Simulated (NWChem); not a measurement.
System: MgNH₃Se; SMILES [NH2][Mg][SeH]

Input file for NWChem:

```
start job
memory heap 200 mb stack 900 mb global 1100 mb
geometry units angstroms
  Mg     0.138171    -0.993547     0.080809
  N      0.296280    -2.862305    -0.118565
  H      0.721922    -3.353277    -0.899616
  H     -0.030518    -3.570089     0.533010
  Se    -0.050914     1.419424     0.336838
  H     -1.350457     1.394814    -0.358698
end
basis spherical
  Mg library def2-svp
  N library def2-svp
  H library def2-svp
  Se library def2-svp
end
dft
  xc xpbe96 cpbe96
  iterations 150
end
driver
  maxiter 120
end
task dft optimize
task dft freq
```

Excerpt of the output:

```
             Northwest Computational Chemistry Package (NWChem) 7.3.0
             --------------------------------------------------------

 C1  symmetry detected

                             Geometry "geometry" -> ""
                             -------------------------

 Output coordinates in angstroms (scale by  1.889725989 to convert to a.u.)

  No.       Tag          Charge          X              Y              Z
 ---- ---------------- ---------- -------------- -------------- --------------
    1 Mg                  12.0000     0.01653208     1.19666500    -0.00229827
    2 N                    7.0000     0.01336197     3.08265994     0.00194087
    3 H                    1.0000    -0.00117263     3.68553251     0.81961971
    4 H                    1.0000     0.02284184     3.68954614    -0.81286240
    5 Se                  34.0000     0.03315604    -1.23714853     0.00059482
    6 H                    1.0000    -1.44089341    -1.25062833    -0.01298790

 Effective nuclear repulsion energy (a.u.)     176.5487917739

                                Z-matrix (autoz)
                                --------

 Units are Angstrom for bonds and degrees for angles

      Type          Name      I     J     K     L     M      Value
      ----------- --------  ----- ----- ----- ----- ----- ----------
    1 Stretch                  1     2                       1.88600
    2 Stretch                  1     5                       2.43387
    3 Stretch                  2     3                       1.01600
    4 Stretch                  2     4                       1.01602
    5 Stretch                  5     6                       1.47417
    6 Bend                     1     2     3               126.52735
    7 Bend                     1     2     4               126.54787
    8 Bend                     1     5     6                90.13196
    9 Bend                     2     5     6                90.26156
   10 Bend                     3     2     4               106.92451
   11 Bend                     5     2     3               126.41901
   12 Bend                     5     2     4               126.65647
   13 Torsion                  1     2     3     4        -179.82209
   14 Torsion                  1     2     4     3         179.82204
   15 Torsion                  3     2     5     6          89.70283
   16 Torsion                  2     3     1     5         179.05220
   17 Torsion                  4     2     5     6         -90.33404
   18 Torsion                  2     4     1     5        -179.03456
   19 Torsion                  2     1     6     5        -179.62160

  pbe96 is a nonlocal functional; adding pw91lda local functional.

                           NWChem Geometry Optimization
                           ----------------------------

 maximum gradient threshold         (gmax) =   0.000450
 rms gradient threshold             (grms) =   0.000300
 maximum cartesian step threshold   (xmax) =   0.001800
 rms cartesian step threshold       (xrms) =   0.001200
 fixed trust radius                (trust) =   0.300000
 source of zmatrix                         =   autoz

          -------------------
          Energy Minimization
          -------------------

 Using diagonal initial Hessian
 Scaling for Hessian diagonals: bonds = 1.00  angles = 0.25  torsions = 0.10

          --------
          Step   0

                                 NWChem DFT Module
                                 -----------------

 Summary of "ao basis" -> "ao basis" (spherical)
 ------------------------------------------------------------------------------
       Tag                 Description            Shells   Functions and Types
 ---------------- ------------------------------  ------  ---------------------
 Mg                         def2-svp                 8       18   4s3p1d
 N                          def2-svp                 6       14   3s2p1d
 H                          def2-svp                 3        5   2s1p
 Se                         def2-svp                12       32   5s4p3d

            General Information
            -------------------
          SCF calculation type: DFT
          Wavefunction type:  closed shell.
          No. of atoms     :     6
          No. of electrons :    56
           Alpha electrons :    28
            Beta electrons :    28
          Charge           :     0
          Spin multiplicity:     1
          Use of symmetry is: off; symmetry adaption is: off
          Maximum number of iterations: 150
          AO basis - number of functions:    79
                     number of shells:    35
          Convergence on energy requested:  1.00D-06
          Convergence on density requested:  1.00D-05
          Convergence on gradient requested:  5.00D-04

              XC Information
              --------------
          PerdewBurkeErnzerhof Exchange Functional  1.000
            Perdew 1991 LDA Correlation Functional  1.000 local
           PerdewBurkeErnz. Correlation Functional  1.000 non-local

             Grid Information
             ----------------
          Grid used for XC integration:  medium
          Radial quadrature: Mura-Knowles
          Angular quadrature: Lebedev.
          Tag              B.-S. Rad. Rad. Pts. Rad. Cut. Ang. Pts.
          ---              ---------- --------- --------- ---------
          Mg                  1.50       88           9.0       590
          N                   0.65       49          11.0       434
          H                   0.35       45          12.0       434
          Se                  1.15      112          12.0       590
          Grid pruning is: on
          Number of quadrature shells:   384
          Spatial weights used:  Erf1

      Superposition of Atomic Density Guess
      -------------------------------------

 Sum of atomic energies:       -2654.78861456

      Non-variational initial energy
      ------------------------------

 Total energy =   -2655.433974
 1-e energy   =   -4048.925990
 2-e energy   =    1216.943225
 HOMO         =      -0.299232
 LUMO         =      -0.066028

   convergence    iter        energy       DeltaE   RMS-Dens  Diis-err
 ---------------- ----- ----------------- --------- --------- ---------
 d= 0,ls=0.0,diis     1  -2657.2058390575 -2.83D+03  2.34D-02  6.76D-01
 d= 0,ls=0.0,diis     2  -2656.7805459433  4.25D-01  1.85D-02  3.48D+00
 d= 0,ls=0.0,diis     3  -2657.2706940450 -4.90D-01  4.24D-03  1.28D-01
 d= 0,ls=0.0,diis     4  -2657.2842457435 -1.36D-02  2.39D-03  2.39D-02
 d= 0,ls=0.0,diis     5  -2657.2870147181 -2.77D-03  7.84D-04  1.71D-03
  Resetting Diis
 d= 0,ls=0.0,diis     6  -2657.2873189521 -3.04D-04  1.49D-04  8.67D-05
 d= 0,ls=0.0,diis     7  -2657.2873346315 -1.57D-05  8.68D-05  9.45D-06
 d= 0,ls=0.0,diis     8  -2657.2873312017  3.43D-06  5.38D-05  3.47D-05
 d= 0,ls=0.0,diis     9  -2657.2873360747 -4.87D-06  1.10D-05  1.20D-06
 d= 0,ls=0.0,diis    10  -2657.2873362444 -1.70D-07  1.27D-06  1.27D-08

         Total DFT energy =    -2657.287336244435
      One electron energy =    -4051.771192885349
           Coulomb energy =     1329.062474374513
    Exchange-Corr. energy =     -111.127409507473
 Nuclear repulsion energy =      176.548791773874

 Numeric. integr. density =       55.999983994087

                       DFT Final Molecular Orbital Analysis
                       ------------------------------------

 Vector   26  Occ=2.000000D+00  E=-2.441482D-01
              MO Center= -9.7D-03, -7.7D-01, -1.7D-04, r^2= 3.0D+00
   Bfn.  Coefficient  Atom+Function         Bfn.  Coefficient  Atom+Function
  ----- ------------  ---------------      ----- ------------  ---------------
    58      0.471701  5 Se py                55      0.434039  5 Se py
    52     -0.281454  5 Se py                 3      0.231542  1 Mg s
    46     -0.159608  5 Se s                  9     -0.158260  1 Mg py
    23     -0.142189  2 N  py                 6     -0.124183  1 Mg py
     2      0.122874  1 Mg s                 47     -0.116828  5 Se s

 Vector   27  Occ=2.000000D+00  E=-2.009737D-01
              MO Center=  4.0D-03, -1.1D+00,  3.5D-05, r^2= 2.0D+00
   Bfn.  Coefficient  Atom+Function         Bfn.  Coefficient  Atom+Function
  ----- ------------  ---------------      ----- ------------  ---------------
    59      0.566644  5 Se pz                56      0.482531  5 Se pz
    53     -0.310282  5 Se pz                13      0.111896  1 Mg pz
    50      0.100886  5 Se pz                15     -0.075157  1 Mg d -1
    10      0.063729  1 Mg pz                 7      0.046975  1 Mg pz

 Vector   28  Occ=2.000000D+00  E=-1.822525D-01
              MO Center=  1.4D-02,  3.0D+00,  1.7D-03, r^2= 1.3D+00
   Bfn.  Coefficient  Atom+Function         Bfn.  Coefficient  Atom+Function
  ----- ------------  ---------------      ----- ------------  ---------------
    22      0.548084  2 N  px                25     -0.441565  2 N  px
    11     -0.172780  1 Mg px                14     -0.102575  1 Mg d -2
     8     -0.088565  1 Mg px                 5     -0.067567  1 Mg px
    76     -0.029418  6 H  s                 35     -0.025059  3 H  px
    40     -0.025060  4 H  px

 Vector   29  Occ=0.000000D+00  E=-6.299302D-02
              MO Center= -2.3D-02,  9.6D-01, -1.1D-02, r^2= 6.6D+00
   Bfn.  Coefficient  Atom+Function         Bfn.  Coefficient  Atom+Function
  ----- ------------  ---------------      ----- ------------  ---------------
     4      0.850895  1 Mg s                 21     -0.406300  2 N  s
     3      0.396199  1 Mg s                 47     -0.378388  5 Se s
    58     -0.380085  5 Se py                46     -0.211772  5 Se s
     2      0.204800  1 Mg s                 55     -0.197316  5 Se py
    20     -0.156890  2 N  s                 76      0.147903  6 H  s

[...]

      ----------------------
      Optimization converged
      ----------------------

  Step       Energy      Delta E   Gmax     Grms     Xrms     Xmax
  ---- ---------------- -------- -------- -------- -------- --------
@    6   -2657.28762103 -3.4D-07  0.00007  0.00002  0.00042  0.00127
                                     ok       ok       ok       ok

                                Z-matrix (autoz)
                                --------

 Units are Angstrom for bonds and degrees for angles

      Type          Name      I     J     K     L     M      Value     Gradient
      ----------- --------  ----- ----- ----- ----- ----- ---------- ----------
    1 Stretch                  1     2                       1.89847    0.00004
    2 Stretch                  1     5                       2.44697   -0.00002
    3 Stretch                  2     3                       1.02450   -0.00004
    4 Stretch                  2     4                       1.02449   -0.00004
    5 Stretch                  5     6                       1.48861   -0.00007
    6 Bend                     1     2     3               126.46375   -0.00001
    7 Bend                     1     2     4               126.50700   -0.00000
    8 Bend                     1     5     6                89.20211    0.00000
    9 Bend                     2     5     6                89.50612    0.00000
   10 Bend                     3     2     4               107.02845    0.00001
   11 Bend                     5     2     3               126.45656   -0.00001
   12 Bend                     5     2     4               126.51471   -0.00000
   13 Torsion                  1     2     3     4        -179.69208   -0.00001
   14 Torsion                  1     2     4     3         179.69190    0.00001
   15 Torsion                  3     2     5     6          89.98936    0.00001
   16 Torsion                  2     3     1     5         177.77313   -0.00000
   17 Torsion                  4     2     5     6         -90.22396   -0.00001
   18 Torsion                  2     4     1     5        -177.76863    0.00000
   19 Torsion                  2     1     6     5        -179.97140    0.00000

                         Geometry "geometry" -> "geometry"
                         ---------------------------------

 Output coordinates in angstroms (scale by  1.889725989 to convert to a.u.)

  No.       Tag          Charge          X              Y              Z
 ---- ---------------- ---------- -------------- -------------- --------------
    1 Mg                  12.0000     0.01282903     1.19047843     0.00102559
    2 N                    7.0000     0.01398696     3.08895256     0.00213316
    3 H                    1.0000     0.00140487     3.69735659     0.82632602
    4 H                    1.0000     0.02204067     3.69891957    -0.82094539
    5 Se                  34.0000     0.04104591    -1.25632418     0.00053552
    6 H                    1.0000    -1.44748155    -1.25275623    -0.01506809

 Effective nuclear repulsion energy (a.u.)     175.4882091694

                Final and change from initial internal coordinates
                --------------------------------------------------

                                Z-matrix (autoz)
                                --------

 Units are Angstrom for bonds and degrees for angles

[...]

 Rotational Constants
 --------------------
 A=   4.718055 cm-1  (  6.788076 K)
 B=   0.052853 cm-1  (  0.076042 K)
 C=   0.052715 cm-1  (  0.075843 K)

 Temperature                      =   298.15K
 frequency scaling parameter      =   1.0000

 Zero-Point correction to Energy  =   19.295 kcal/mol  (  0.030749 au)
 Thermal correction to Energy     =   23.285 kcal/mol  (  0.037106 au)
 Thermal correction to Enthalpy   =   23.877 kcal/mol  (  0.038050 au)

 Total Entropy                    =   78.344 cal/mol-K
   - Translational                =   40.242 cal/mol-K (mol. weight = 119.9299)
   - Rotational                   =   24.310 cal/mol-K (symmetry #  =        1)
   - Vibrational                  =   13.792 cal/mol-K

 Cv (constant volume heat capacity) =   18.558 cal/mol-K
   - Translational                  =    2.979 cal/mol-K
   - Rotational                     =    2.979 cal/mol-K
   - Vibrational                    =   12.599 cal/mol-K

[normal modes left out]

 ----------------------------------------------------------------------------
 Normal Eigenvalue ||           Projected Infra Red Intensities
  Mode   [cm**-1]  || [atomic units] [(debye/angs)**2] [(KM/mol)] [arbitrary]
 ------ ---------- || -------------- ----------------- ---------- -----------
    1       -0.000 ||    0.000292           0.007         0.285       0.162
    2       -0.000 ||    0.000161           0.004         0.157       0.089
    3       -0.000 ||    0.002330           0.054         2.271       1.292
    4       -0.000 ||    0.000287           0.007         0.280       0.159
    5        0.000 ||    0.000263           0.006         0.256       0.146
    6        0.000 ||    0.000000           0.000         0.000       0.000
    7      113.040 ||    0.032895           0.759        32.067      18.243
    8      117.273 ||    0.016263           0.375        15.854       9.019
    9      155.732 ||    0.001361           0.031         1.326       0.755
   10      256.168 ||    0.086244           1.990        84.075      47.829
   11      278.885 ||    0.004555           0.105         4.440       2.526
   12      487.023 ||    0.000076           0.002         0.074       0.042
   13      516.016 ||    0.061458           1.418        59.913      34.084
   14      719.740 ||    0.080010           1.846        77.998      44.372
   15     1476.488 ||    0.006389           0.147         6.228       3.543
   16     2340.765 ||    0.013535           0.312        13.195       7.506
   17     3480.111 ||    0.006196           0.143         6.040       3.436
   18     3562.474 ||    0.012256           0.283        11.947       6.797
 ----------------------------------------------------------------------------
```

Level: PBE/def2-SVP. This build's default masses of Se (78.918 u) and Br (79.917 u) are each other's, which moves their modes by up to 0.6 %.
